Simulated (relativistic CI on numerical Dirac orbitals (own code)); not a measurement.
## Electric-dipole lines of Co⁵⁺

Computed by Dirac-Coulomb-Breit CI, separate exchange-only KLI orbitals for each configuration, QED by a radiative potential, valence Slater integrals scaled by 0.85, P86 correlation energy added to each configuration (own radial code, finite nucleus).

Configuration list (outside the closed core [Ne]): 3s2 3p6 3d4, 3s2 3p6 3d3 4s, 3s2 3p5 3d5, 3s2 3p6 3d3 4p, 3s2 3p6 3d3 4d, 3s 3p6 3d5, 3s2 3p6 3d3 5s, 3s2 3p6 3d3 4f, 3s2 3p6 3d3 5p, 3s2 3p6 3d3 5d, 3s2 3p6 3d3 6s, 3s2 3p6 3d3 5f, 3s2 3p6 3d3 6p, 3s2 3p6 3d3 5g, 3s2 3p6 3d2 4s 4p, 3s2 3p6 3d3 6d, 3s2 3p5 3d4 4s, 3s2 3p5 3d4 4p, 3s2 3p6 3d2 4p 4d, 3s2 3p6 3d2 4s2, 3s2 3p6 3d 4s2 4p, 3s2 3p6 3d 4s2 4d, 3s2 3p6 3d 4s2 5s, 3s2 3p6 3d2 4p2, 3s2 3p6 3d 4s 4p2, 3s2 3p6 3d 4p3, 3s2 3p6 3d 4p2 4d, 3s2 3p6 3d 4p2 5s, 3p6 3d6, 3p5 3d7, 3s2 3p6 3d2 4s 4d, 3s2 3p6 3d 4s 4p 4d, 3s2 3p6 3d 4s 4d2, 3s2 3p6 3d 4s 4d 5s. Double excitations out of closed p, d and f shells are left out; levels of such configurations are missing from the list, as are those of other unlisted configurations, and high levels can miss mixing partners. These lack a partner that the ground configuration has and come out too high: 3s2 3p5 3d4 4s, 3s2 3p5 3d4 4p.

| λ vac (nm) | Lower | Upper | A (s⁻¹) | E lower (eV) | E upper (eV) |
| --- | --- | --- | --- | --- | --- |
| 26.389 | 3s2 3p6 3d4 5D_4 [5] | 3s2 3p6 3d3 4p 5P°_3 [99] | 9.71e+09 | 0.2124 | 47.1959 |
| 27.596 | 3s2 3p6 3d4 3H_6 [9] | 3s2 3p6 3d3 4p 3H°_6 [127] | 9.58e+09 | 3.3879 | 48.3168 |
| 27.610 | 3s2 3p6 3d4 3H_5 [8] | 3s2 3p6 3d3 4p 3H°_5 [124] | 8.81e+09 | 3.3381 | 48.2438 |
| 27.738 | 3s2 3p6 3d4 5D_4 [5] | 3s2 3p6 3d3 4p 5D°_4 [82] | 1.07e+10 | 0.2124 | 44.9111 |
| 27.947 | 3s2 3p6 3d4 3H_6 [9] | 3s2 3p6 3d3 4p 3G°_5 [113] | 8.16e+09 | 3.3879 | 47.7512 |
| 28.196 | 3s2 3p6 3d4 1I_6 [18] | 3s2 3p6 3d3 4p 1H°_5 [143] | 2.03e+10 | 4.9573 | 48.9291 |
| 82.538 | 3s2 3p6 3d3 4p 5G°_3 [73] | 3s2 3p6 3d3 4d 5H_4 [199] | 5.22e+09 | 44.4322 | 59.4537 |
| 82.806 | 3s2 3p6 3d3 4p 5G°_4 [74] | 3s2 3p6 3d3 4d 5H_5 [203] | 5.26e+09 | 44.5613 | 59.5341 |
| 82.980 | 3s2 3p6 3d3 4p 3I°_5 [132] | 3s2 3p6 3d3 4d 3K_6 [328] | 5.62e+09 | 48.6545 | 63.5958 |
| 83.164 | 3s2 3p6 3d3 4p 5G°_5 [77] | 3s2 3p6 3d3 4d 5H_6 [205] | 5.42e+09 | 44.7203 | 59.6287 |
| 83.167 | 3s2 3p6 3d3 4p 3H°_6 [110] | 3s2 3p6 3d3 4d 3I_7 [271] | 4.83e+09 | 47.5757 | 62.4836 |
| 83.256 | 3s2 3p6 3d3 4p 3G°_5 [93] | 3s2 3p6 3d3 4d 3H_6 [237] | 5.35e+09 | 45.8248 | 60.7168 |
| 83.330 | 3s2 3p6 3d3 4p 3I°_6 [135] | 3s2 3p6 3d3 4d 3K_7 [329] | 5.50e+09 | 48.7530 | 63.6318 |
| 83.381 | 3s2 3p6 3d3 4p 3G°_4 [92] | 3s2 3p6 3d3 4d 3H_5 [233] | 5.40e+09 | 45.7110 | 60.5805 |
| 83.653 | 3s2 3p6 3d3 4p 5G°_6 [83] | 3s2 3p6 3d3 4d 5H_7 [214] | 5.85e+09 | 44.9148 | 59.7361 |
| 83.951 | 3s2 3p6 3d3 4p 3I°_7 [142] | 3s2 3p6 3d3 4d 3K_8 [331] | 5.94e+09 | 48.9183 | 63.6870 |
| 85.003 | 3s2 3p6 3d3 4p 1I°_6 [151] | 3s2 3p6 3d3 4d 1K_7 [345] | 5.58e+09 | 49.3299 | 63.9159 |
| 115.57 | 3s2 3p6 3d3 4s 3H_6 [58] | 3s2 3p6 3d3 4p 3I°_7 [142] | 1.42e+09 | 38.1904 | 48.9183 |
| 116.97 | 3s2 3p6 3d3 4s 3H_5 [55] | 3s2 3p6 3d3 4p 3I°_6 [135] | 1.31e+09 | 38.1529 | 48.7530 |
| 119.36 | 3s2 3p6 3d3 4s 5F_5 [39] | 3s2 3p6 3d3 4p 5G°_6 [83] | 1.28e+09 | 34.5276 | 44.9148 |

Terms are leading LS components. Brackets give the number of a level in order of energy, since labels repeat. The list gives strong lines, with weight on those to low levels, without lines whose two gauges differ by over a factor of 2.5, among the lowest 400 of 4994 levels, so that lines to higher ones, which can be the strongest, are missing. Levels whose partners in the same complex of configurations lie outside the list can be far off, and so can their lines. Rates are taken at the computed energies, electric ones in the length gauge.

At this charge configurations can still be misplaced by up to about 7 % of their energy. 63 of the 63 excited levels that our extract of the measured tables holds in this range could be paired (the sources list more); they are missed by 1903 cm⁻¹ on average and 4286 at most, and levels without a partner can miss by more.
